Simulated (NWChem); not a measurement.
System: CdGeH$_{4}$O; SMILES [Cd]([GeH3])[OH]

```xyz
7

Cd    -0.0019     0.7754    -0.0001
O     -0.0693     2.7543     0.0004
H      0.8018     3.1662    -0.0006
Ge    -0.0051    -1.7352     0.0001
H      1.4238    -2.2830    -0.1899
H     -0.5441    -2.3063     1.3264
H     -0.8721    -2.3074    -1.1386
```
Atoms are numbered in this order, from 1.

Program: NWChem. Medium grid unless said otherwise, to which SCAN and Minnesota functionals are sensitive. Geometry: optimised at PBE0/def2-SVP. def2 effective core potentials on Cd; no spin-orbit coupling. Total energies of different functionals are on different scales.

| level | energy (Ha) | highest occupied level (eV) | orbital gap (eV) | dipole (D) |
|---|---|---|---|---|
| B3LYP/def2-SVP | -2322.1454 | -7.21 | 6.12 | 1.48 |
| PBE/def2-SVP | -2321.6415 | -5.92 | 4.35 | 1.36 |
| SCAN/def2-SVP | -2322.2345 | -6.24 | 4.87 | 1.49 |
| M06-2X/def2-SVP | -2321.9266 | -8.56 | 8.21 | 1.56 |
| M06/def2-SVP | -2321.9948 | -7.48 | 6.51 | 1.65 |
| PW91/def2-SVP | -2322.2430 | -5.98 | 4.33 | 1.37 |
| TPSS/def2-SVP | -2321.9607 | -6.00 | 4.60 | 1.32 |
| BP86/def2-SVP | -2322.4220 | -6.03 | 4.39 | 1.37 |
| PW6B95/def2-SVP | -2323.2116 | -7.57 | 6.74 | 1.51 |
| LC-BLYP (range parameter 0.33 per bohr)/def2-SVP | -2321.3668 | -9.66 | 10.38 | 1.49 |
| MN15/def2-SVP | -2321.8848 | -8.15 | 7.84 | 1.54 |
